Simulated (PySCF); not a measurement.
Species: Ge(CCH)Cl3, C2HCl3Ge.
Structure used (PBE0-D3(BJ)/def2-SVP), in Å, numbered top down from 1:
```
atom  x, y, z in Å
Ge1    0.0267   -0.0101   -0.9926
C2    -0.0269   -0.0179    0.8816
C3    -0.0318   -0.0238    2.0962
H4    -0.0387   -0.0301    3.1729
Cl5    2.0479   -0.0045   -1.6640
Cl6   -0.9436    1.7179   -1.7761
Cl7   -0.9417   -1.7335   -1.7866
```

A calculation gives these core lines: C 1s: 291.26 (area 1), 291.48 (area 1) eV; Cl 1s: 2828.87 eV; Cl 2p3/2: 206.26 eV.

Theory: delta-SCF UKS SCAN, pcX-2 on the ionised atom, pcseg-1 elsewhere, spin-free X2C (PySCF 2.14.0). Isolated species at its PBE0-D3(BJ)/def2-SVP geometry, gas phase.

Task: Order the carbon atoms by C 1s binding energy.

Result: 291.26 eV: C2 (carbon bonded to C and Ge); 291.48 eV: C3 (carbon bonded to C and H). The 2 C 1s values lie within 0.22 eV of each other; Gaussian lines of 0.5 eV full width would blend them into one maximum.

Bonded neighbours of each site: C2: C and Ge; C3: C and H; Cl5/Cl6/Cl7: Ge.

Task: What is the longest wavelength that can ionise Cl 2p3/2 of Cl5/Cl6/Cl7 vertically?

Result: λ = hc/E = 12398.42 eV Å / 206.26 eV = 60.111 Å.

One atom of each set of topologically equivalent atoms was ionised and stands for the set; in this conformer not all members are related by symmetry, and their own values weren't computed. Spin contamination (⟨S²⟩ against 0.75 for a pure doublet) is marked for C 1s of C2 (0.86) and C 1s of C3 (0.86), which makes these values less certain. For 2p shells one spin-free hole was relaxed; a mean-field spin–orbit operator and the ground-state splitting of the three 2p orbitals were then diagonalised within the shell. The shell's mean is (2 × 2p3/2 + 2p1/2)/3, and the degeneracies 2j + 1 give areas of 2:1. 2p1/2 minus 2p3/2 (ligand field included): Cl 1.65 eV. No level of germanium is listed.

The run took 45 s wall on AMD EPYC, one thread, on a shared host, and the process peaked at 0.48 GiB of memory.
